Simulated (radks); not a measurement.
Q: All-electron atom: Ba VI in [Kr] 4d10 5s2 5p3. All-electron calculation, scalar-relativistic Kohn-Sham, PBEsol, spin-unpolarised, spherical densities, finite nucleus; Fermi nuclear charge, rms radius 4.8378 fm. Program: a radial shooting solver on a logarithmic mesh with Libxc functionals. Some entries of the table are withheld. Estimate them.

orbital,occ.,eigenvalue (eV),<1/r> (bohr^-1)
1s,2,-37295.45,60.67
2s,2,(1),13.95
2p,6,(2),13.27
3s,2,(3),5.041
3p,6,-1103.257,4.783
3d,10,-820.3840,(4)
4s,2,(5),2.087
4p,6,-235.3424,1.924
4d,10,-143.8944,1.664
5s,2,-83.3017,0.8573
5p,3,-66.3695,0.7588

A: 
(1) 2s eigenvalue (eV): -5942.334
(2) 2p eigenvalue (eV): -5335.554
(3) 3s eigenvalue (eV): -1297.825
(4) 3d <1/r> (bohr^-1): 4.535
(5) 4s eigenvalue (eV): -298.2315
